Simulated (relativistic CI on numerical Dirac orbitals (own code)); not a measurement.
Pm4+: 4s photoemission

Computed with this model: Dirac-Coulomb-Breit CI, orbitals from a KLI potential per configuration, model QED (radiative potential, 1s self-energy scaled to tabulated hydrogen-like ionisation energies), multiplet model of photoemission in the sudden approximation, unscaled Slater integrals; configurations [Xe] 4f3 → [Ar] 3d10 4s 4p6 4d10 4f3 5s2 5p6; 80 K; Lorentzian 3 eV and Gaussian 0.7 eV FWHM. Energies are those of the free ion, without screening or charge transfer. The energies are binding energies and can lie tens of eV above those of solids. Without intra-shell correlation the exchange splitting of an s hole comes out too large, often by half or more. S is read from ⟨S²⟩ = S(S + 1).

free ion: ground-state S = 1.48, centroid 402.51 eV. Peaks (eV, height): 400.2 (100), 407.0 (59).

Strongest unbroadened transitions for free ion:

| Energy (eV) | Relative strength |
| --- | --- |
| 399.96 | 100.0 |
| 400.17 | 41.7 |
| 402.84 | 0.0 |
| 403.69 | 0.0 |
| 403.83 | 0.5 |
| 404.10 | 0.4 |
| 404.31 | 1.9 |
| 405.14 | 0.0 |
| 405.32 | 0.0 |
| 406.88 | 75.2 |
| 407.24 | 0.1 |
| 407.91 | 3.1 |
| 408.18 | 0.4 |
